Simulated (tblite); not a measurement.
Compound: C₃H₇ClOSi.
Cartesian coordinates in Å at the GFN2-xTB level; atoms count from 1:
```
atom  x, y, z in Å
Cl1   -0.4492    1.8331   -1.4782
C2    -0.1525    1.1165    0.1376
C3    -1.0808   -0.0678    0.3521
C4    -0.4389   -1.2621   -0.3546
O5     0.9572   -1.2165   -0.1530
Si6    1.5713    0.2653    0.1328
H7    -0.3370    1.9139    0.8527
H8    -1.1260   -0.2709    1.4245
H9    -2.0903    0.1123   -0.0173
H10   -0.8033   -2.2146    0.0378
H11   -0.6388   -1.2204   -1.4300
H12    2.3903    0.7325   -0.9732
H13    2.1936    0.2792    1.4511
```

Calculated harmonic vibrations of the isolated species, GFN2-xTB (tblite), most abundant isotopes, no scaling. This tight-binding method is rough: wavenumbers can miss measured ones by several per cent, in bad cases by 10 to 20. Modes of hydrogen on silicon can be 10 to 20 % off. One conformer, not necessarily the lowest.

Harmonic wavenumbers (cm⁻¹): 90.2, 176.1, 195.7, 320.7, 469.4, 477.4, 565.1, 577.4, 650.4, 704.1, 738.4, 776.6, 819.6, 885.0, 945.9, 1037.8, 1065.4, 1092.2, 1127.5, 1175.9, 1197.4, 1232.1, 1304.4, 1316.7, 1459.6, 1482.1, 2313.1, 2358.6, 2931.4, 2963.2, 2972.3, 2994.6, 2998.0.

A = 3636, B = 1966, C = 1570 MHz; mass 121.995 u (most abundant isotopes); point group C1, symmetry number 1.

Question: Zero-point energy?

Answer: Half the sum of the wavenumbers: 20707 cm⁻¹ = 59.20 kcal/mol.

Question: What is S at 273.15 K and 1 bar for an ideal gas of classical rigid rotors and harmonic oscillators?

Answer: Translation 39.90, rotation 27.49, vibration 12.47: S = 79.9 cal/(mol K).

Question: And Cp and H(273.15 K) − H(0)?

Answer: Cp = 25.14 cal/(mol K), of which vibrations give 17.19 (their classical limit is 33 R = 65.6); H(273.15 K) − H(0) = 4.20 kcal/mol without the zero-point energy, 2.03 from vibrations.

Question: Blend soft modes into free rotors: weight 1/[1 + (100 cm⁻¹/ν̃)⁴] for the oscillator and the rest for a rotor with moment μB/(μ + B), μ = h/(8π²ν), B = 10⁻⁴⁴ kg m². What vibrational entropy results?

Answer: 12.11 cal/(mol K) in place of 12.47, which changes −T·S at 273.15 K by +0.10 kcal/mol.

Question: What must be added to the electronic energy to get the Gibbs energy at 273.15 K and 1 bar?

Answer: ZPE + [H(273.15 K) − H(0)] − T·S = 59.20 + 4.20 − 21.81 = 41.59 kcal/mol.

Hindered rotation and anharmonicity are outside this model. Other conformers, if any are populated, would add a mixing term that is left out. The structure is chiral; the term R ln 2 for an equal mix with its mirror image is left out.

Hardware: an Arm Neoverse N1 with one thread, no GPU, shared host with 64 logical CPUs at a one-minute load of 57. Cost: 0.64 s of wall time. The figure is for the frequency step alone.
